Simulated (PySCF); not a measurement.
O3S.

```xyz
4

O      1.4266     0.0000     0.0000
S      0.0000     0.0000     0.0000
O     -0.7133    -1.2355     0.0000
O     -0.7133     1.2355     0.0000
```
Charge 0, spin multiplicity 1.

Coordinates come from a B3LYP-D3(BJ)/def2-TZVP optimisation.

Level of theory: PySCF with PBE0/pcSseg-2. Non-relativistic, no solvent.

Give the absolute GIAO shielding of each atom: isotropic value and principal components (ppm). (Estimate from the structure and the level; the computed values follow.)


```
atom  σ(iso)    σ11   σ22    σ33   span
----  ------  -----  ----  -----  -----
O1      14.1  -62.6  -5.0  109.8  172.4
S2      59.9    2.7  88.5   88.5   85.7
O3      14.1  -62.6  -5.0  109.8  172.4
O4      14.1  -62.6  -5.0  109.8  172.4
```
